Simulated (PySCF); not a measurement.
Method: PySCF with PBE0-D4/def2-TZVP. Gas-phase values, no solvent. One relaxed conformer stands for a flexible species; it need not be the lowest. 

Reference species (SMILES): `[Cl][Ga][Cl]` (neutral, multiplicity 2).

```json
{
  "highest_occupied_spin_orbital": "-7.08 eV"
}
```

Changed species: `[OH][Ga][Cl]` (H–O–Ga–Cl torsion 180°) (radical fragment; the reference has radical fragment).

Problem. Give the shifts of the highest occupied spin orbital.

Solution. the highest occupied spin orbital increases by 0.33 eV, to -6.75 eV.
